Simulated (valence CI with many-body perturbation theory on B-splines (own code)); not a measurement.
## In³⁴⁺: E2, M1, M2 decay

Calculated by configuration interaction combined with many-body perturbation theory (CI+MBPT): five valence electrons over a frozen Dirac-Fock core [Ne], a basis of 9 s, 9 p, 8 d, 6 f, 3 g, 1 h functions for each j, with the one-electron correlation potential Σ1 (screened to all orders), the two-electron term Σ2, the three-electron term Σ3, Breit, model QED; selected single and double excitations, second order for the rest (own B-spline code, finite nucleus).

The last digits are not significant, and no measured levels were compared; by estimate large intervals hold to a few tenths of a per cent, small ones and those within an open d or f shell to about a per cent. Among the levels kept, up to 580 cm⁻¹ of a level comes from second order outside the variational space, and about a tenth of that is noise between levels of different J, which matters for small intervals.

Lines 1 to 16 of 16 in falling wavelength, among levels below 2319500 cm⁻¹, chosen from the decays that carry over 1 % of a level's rate. Wavelengths and rates use the calculated energies. Electric multipoles are in the length gauge, E1 and E2 with the static RPA response of the core. S is in atomic units (e²a₀⁴ for E2 and M2, e²a₀⁶ for E3), for M1 in squared Bohr magnetons. Weak lines are less certain than strong ones. Lines between different terms over intervals too small for the method are left out, as are lines whose strength nearly cancels.

Levels are named by their leading jj configuration (3d3/2^4 stands for four electrons in 3d with j = 3/2), which in mixed levels can hold well under half, so a name can repeat and another be missing. Letters in brackets count levels of one name in rising energy.

| λ vac (nm) | Upper | Lower | Type | A (s⁻¹) | S (a.u.) |
| --- | --- | --- | --- | --- | --- |
| 173.9 | (3s^2 3p1/2 3p3/2 3d5/2) J=9/2 | (3s^2 3p1/2 3p3/2 3d5/2) J=7/2 [a] | M1 | 7.87e+02 | 1.53e+00 |
| 100.6 | (3s^2 3p1/2 3p3/2 3d5/2) J=9/2 | (3s^2 3p1/2 3p3/2 3d3/2) J=7/2 | M1 | 1.32e+04 | 4.99e+00 |
| 36.15 | (3s^2 3p3/2^2 3d5/2) J=9/2 | (3s^2 3p1/2 3p3/2 3d5/2) J=7/2 [b] | M1 | 2.06e+05 | 3.61e+00 |
| 30.17 | (3s^2 3p1/2 3p3/2 3d5/2) J=9/2 | (3s^2 3p1/2^2 3d5/2) J=5/2 | E2 | 4.66e+02 | 1.04e-02 |
| 28.71 | (3s^2 3p1/2 3p3/2^2) J=3/2 | (3s^2 3p1/2^2 3p3/2) J=3/2 | M1 | 8.94e+05 | 3.14e+00 |
| 28.23 | (3s^2 3p3/2^3) J=3/2 | (3s^2 3p1/2 3p3/2^2) J=1/2 | M1 | 2.25e+05 | 7.51e-01 |
| 26.07 | (3s^2 3p3/2^2 3d5/2) J=9/2 | (3s^2 3p1/2 3p3/2 3d5/2) J=9/2 | M1 | 4.64e+05 | 3.05e+00 |
| 24.65 | (3s^2 3p1/2 3p3/2^2) J=5/2 | (3s^2 3p1/2^2 3p3/2) J=3/2 | M1 | 1.67e+05 | 5.57e-01 |
| 24.65 | (3s^2 3p1/2 3p3/2^2) J=5/2 | (3s^2 3p1/2^2 3p3/2) J=3/2 | E2 | 2.96e+03 | 1.44e-02 |
| 23.51 | (3s^2 3p3/2^3) J=3/2 | (3s^2 3p1/2 3p3/2^2) J=5/2 | M1 | 3.59e+05 | 6.92e-01 |
| 22.67 | (3s^2 3p3/2^2 3d5/2) J=9/2 | (3s^2 3p1/2 3p3/2 3d5/2) J=7/2 [a] | M1 | 3.90e+05 | 1.68e+00 |
| 20.97 | (3s^2 3p1/2 3p3/2^2) J=1/2 | (3s^2 3p1/2^2 3p3/2) J=3/2 | M1 | 8.10e+05 | 5.54e-01 |
| 20.71 | (3s^2 3p3/2^3) J=3/2 | (3s^2 3p1/2 3p3/2^2) J=3/2 | M1 | 1.63e+06 | 2.14e+00 |
| 20.70 | (3s^2 3p3/2^2 3d5/2) J=9/2 | (3s^2 3p1/2 3p3/2 3d3/2) J=7/2 | M1 | 7.62e+04 | 2.51e-01 |
| 19.50 | (3s^2 3p1/2 3p3/2 3d5/2) J=9/2 | (3s 3p1/2^2 3p3/2^2) J=5/2 | E2 | 7.18e+02 | 1.81e-03 |
| 8.573 | (3s^2 3p1/2 3p3/2 3d5/2) J=9/2 | (3s^2 3p1/2 3p3/2^2) J=5/2 | M2 | 1.23e+03 | 5.09e-05 |
